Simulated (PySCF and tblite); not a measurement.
Values are calculated unless marked as measured or tabulated.
Stationary points of C₃H₈B₂FN at GFN2-xTB, in Å:

Structure A

```
 1 C    -1.208   -1.057    0.206
 2 C    -0.784    0.204    0.295
 3 C    -1.751    1.248    0.800
 4 B     0.637    0.749   -0.073
 5 N     1.754    0.024   -0.572
 6 B     2.063   -1.305   -0.914
 7 F     3.299   -1.522   -1.361
 8 H    -2.213   -1.340    0.485
 9 H    -0.579   -1.854   -0.144
10 H    -1.890    2.023    0.049
11 H    -1.351    1.727    1.692
12 H    -2.719    0.815    1.040
13 H     0.819    1.903    0.076
14 H     2.558    0.621   -0.729
15 H     1.363   -2.237   -0.851
```

Structure B

```
 1 C    -1.310   -0.953   -0.372
 2 C    -0.789    0.185    0.080
 3 C    -1.524    0.981    1.127
 4 B     0.526    0.802   -0.498
 5 N     1.690    0.027   -0.719
 6 B     2.019   -1.283   -0.321
 7 F     3.203   -1.752   -0.704
 8 H    -2.253   -1.339   -0.013
 9 H    -0.822   -1.534   -1.136
10 H    -1.758    1.974    0.745
11 H    -0.894    1.109    2.007
12 H    -2.447    0.490    1.425
13 H     0.567    1.943   -0.776
14 H     2.443    0.496   -1.208
15 H     1.345   -1.970    0.341
```

The path came from a restrained scan, a climbing-image band and a saddle search at GFN2-xTB; energies are PBE0/pcSseg-1 + D3(BJ)//GFN2-xTB, thermal terms GFN2-xTB.

Q: Which structure is a saddle point, and along which motion?

A: A: one imaginary mode (95i cm⁻¹ at GFN2-xTB, mostly on B6, H15, C1), along the rotation about the B4–C2 bond (torsion N5–B4–C2–C1 from -47° to 47°, rising).

Q: Give their symmetry and energies above the lowest.

A: A Cs, 2.3 kcal/mol; B C1, 0.0 kcal/mol.
